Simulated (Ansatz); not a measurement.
`O=CB(O)[SiH3]` + H₂ → `O=CB[SiH3]` + H₂O at 298.15 K and 1 bar (hydrogenolysis of a B–O bond).

Gas-phase electronic energies from Ansatz, PBE0-D4/def2-TZVP geometries. CBS: MP2 limit from def2 TZ/QZ plus the TZ coupled-cluster correction, frozen cores. This one scheme is used for every species. One conformer a species, not always the lowest.

| species | CCSD(T)/CBS energy (Eh) | H − E (kJ/mol) | S (J/(mol·K)) |
| --- | --- | --- | --- |
| `O=CB(O)[SiH3]` | -505.29009 | 185.7 | 347.6 |
| H₂ | -1.17544 | 35.1 | 130.4 |
| `O=CB[SiH3]` | -430.03905 | 163.2 | 328.5 |
| H₂O | -76.37941 | 66.4 | 188.7 |

H − E and S are ideal-gas, rigid-rotor, harmonic terms from PBE0-D4/def2-TZVP, for one conformer and one mirror image of each species. The MP2-based limit puts H₂ 0.8 mEh under its directly extrapolated value; such offsets cancel only in part. 1 Eh = 2625.50 kJ/mol, R = 8.31446 J/(mol·K).

**Question.** By hand: ΔE, ΔH, ΔS and ΔG.

**Answer.** ΔE = (-430.03905) + (-76.37941) − (-505.29009) − (-1.17544) = 0.04707 Eh = 123.6 kJ/mol. Δ(H − E) = 163.2 + 66.4 − 185.7 − 35.1 = 8.8, so ΔH = 132.4 kJ/mol. ΔS = 328.5 + 188.7 − 347.6 − 130.4 = 39.2 J/(mol·K). ΔG = 132.4 − 298.15 × (39.2)/1000 = 120.7 kJ/mol.

**Question.** By hand: the equilibrium constant, and the temperature at which ΔG would vanish if ΔH and ΔS stayed fixed.

**Answer.** log₁₀ K = −ΔG/(RT ln 10) = -21.1. ΔG = 0 at ΔH/ΔS = 3378 K, far beyond where these terms or the molecules hold.

ΔH outweighs TΔS. A doubt of 5 kJ/mol in ΔE shifts log₁₀ K by 0.9 here. Other conformers and mirror images would add mixing entropy, several J/(mol·K) or more a flexible species. Modes under 60 cm⁻¹, often nearly free rotors, make the harmonic entropy too high. These are equilibria of isolated gas molecules and say nothing of rates. Largest T1 diagnostic: 0.021 (customary marks: 0.02 for closed shells, 0.045 for open ones).
